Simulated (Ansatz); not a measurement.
Relaxation of a periodic cell of 36 atoms, H₃C₂N (contents 6 CH3CN, density as packed 0.87 g/cm³ with natural masses), to a largest force component of 0.3 eV/Å in at most 15 steps.

Level of theory: DFT PBE-D3(BJ), scalar-relativistic, plane waves, PAW in Ansatz 0.2.0. Settings: cutoff 420 eV, k mesh 1x1x1, fermi-dirac smearing 0.02 eV, no spin polarisation.

```xyz
36
Lattice="7.7739 0.0000 0.0000 0.0000 7.7739 0.0000 0.0000 0.0000 7.7739" Properties=species:S:1:pos:R:3
C 1.886 0.124 4.161
C 1.915 1.157 3.129
N 1.938 1.990 2.295
H 1.319 -0.741 3.812
H 2.901 -0.194 4.403
H 1.414 0.512 5.066
C 7.129 0.794 6.244
C 6.007 0.452 7.115
N 5.102 0.177 7.817
H 7.202 0.075 5.426
H 6.989 1.792 5.825
H 8.062 0.778 6.810
C 7.325 4.421 2.755
C 7.280 4.613 4.203
N 7.244 4.768 5.370
H 7.370 5.388 2.250
H 8.206 3.839 2.481
H 6.432 3.890 2.419
C 4.035 4.520 2.126
C 4.168 4.587 3.579
N 4.276 4.642 4.751
H 4.006 5.526 1.704
H 4.882 3.982 1.696
H 3.114 3.998 1.857
C 6.623 0.222 2.770
C 6.208 1.486 3.374
N 5.874 2.505 3.862
H 6.991 0.394 1.756
H 7.420 -0.233 3.361
H 5.779 -0.468 2.726
C 2.907 2.610 5.281
C 3.811 2.767 6.418
N 4.540 2.893 7.335
H 2.506 3.580 4.983
H 3.441 2.175 4.434
H 2.077 1.953 5.548
```

Problem. Where does it end, and by what steps?

Solution. The forces met the threshold. The threshold is loose, so the end isn't yet a minimum. The force dipped under the threshold on the way, but the program's further checks kept it going. Limits of this set-up: coarse k mesh. After 13 steps the energy has fallen by 2.890 eV; H36 moved furthest, 1.71 Å.

| step | energy less start (eV) | largest force component (eV/Å) | accepted |
| --- | --- | --- | --- |
| 0 | 0.0000 | 2.799 | yes |
| 1 | -0.8274 | 0.819 | yes |
| 2 | -1.3606 | 0.670 | yes |
| 3 | -1.7319 | 0.475 | yes |
| 4 | -2.0244 | 0.368 | yes |
| 5 | -2.2456 | 0.584 | yes |
| 6 | -2.4332 | 0.377 | yes |
| 7 | -2.5640 | 0.466 | yes |
| 8 | -2.6555 | 0.660 | yes |
| 9 | -2.7249 | 0.610 | yes |
| 10 | -2.7809 | 0.467 | yes |
| 11 | -2.8415 | 0.266 | yes |
| 12 | -2.8415 | 0.267 | yes |
| 13 | -2.8901 | 0.229 | yes |

```xyz
36
Lattice="7.7739 0.0000 0.0000 0.0000 7.7739 0.0000 0.0000 0.0000 7.7739" Properties=species:S:1:pos:R:3
C 2.226 0.380 4.375
C 2.035 1.049 3.105
N 1.842 1.574 2.083
H 1.759 -0.622 4.365
H 3.296 0.262 4.581
H 1.763 0.969 5.186
C 6.516 -0.053 6.369
C 5.241 -0.361 6.983
N 4.228 -0.605 7.499
H 6.927 -0.949 5.884
H 6.382 0.749 5.630
H 7.220 0.311 7.130
C 7.403 4.095 2.384
C 8.021 4.676 3.556
N 8.525 5.153 4.493
H 7.222 4.857 1.615
H 8.055 3.319 1.959
H 6.445 3.640 2.665
C 3.524 4.728 2.046
C 4.162 5.318 3.203
N 4.695 5.809 4.113
H 3.065 5.515 1.428
H 4.281 4.216 1.436
H 2.778 3.983 2.351
C 6.486 0.095 2.431
C 5.671 1.124 3.029
N 5.033 1.964 3.519
H 7.421 0.534 2.054
H 6.708 -0.676 3.182
H 5.931 -0.373 1.606
C 3.471 3.410 6.281
C 4.795 3.338 6.867
N 5.848 3.265 7.358
H 3.114 4.450 6.257
H 3.520 3.034 5.250
H 2.772 2.795 6.870
```

The run took 17 s on 1 thread of AMD EPYC 9R45 96-Core Processor (Zen 5), on a shared host, peak memory 0.54 GiB.
